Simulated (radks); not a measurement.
Effect of the nuclear size on the barium ion Ba+, [Xe] 6s1. All-electron calculation, Dirac Kohn-Sham, PBE, spin-unpolarised, spherical densities, finite nucleus; Fermi nuclear charge, rms radius 4.8378 fm. Program: a radial shooting solver on a logarithmic mesh with Libxc functionals. The rms radius is varied about that value; shifts are against it.

rms radius (fm),total energy shift (eV),density at nucleus (e/bohr^3),1s1/2 shift (meV),2s1/2 shift (meV),4p1/2 shift (meV),5s1/2 shift (meV),5p1/2 shift (meV),6s1/2 shift (meV)
4.1557,-2.20,3.324e+05,-918,-110,0.384,-0.721,0.124,-0.074
4.3927,-1.47,3.288e+05,-612,-73.5,0.256,-0.481,0.083,-0.050
4.8378,0,3.228e+05,0.000,0.000,0.000,0.000,0.000,0.000
5.0168,0.623,3.205e+05,259,31.2,-0.109,0.204,-0.035,0.021
5.8005,3.56,3.116e+05,1480,178,-0.621,1.17,-0.201,0.120

Slopes of the eigenvalues against <r^2> in GHz/fm^2, as finite differences over the two radii next to the reference (eigenvalue slopes, not the field-shift constants of lines): 1s1/2 35900, 2s1/2 4310, 4p1/2 -15.0, 5s1/2 28.2, 5p1/2 -4.85, 6s1/2 2.90.
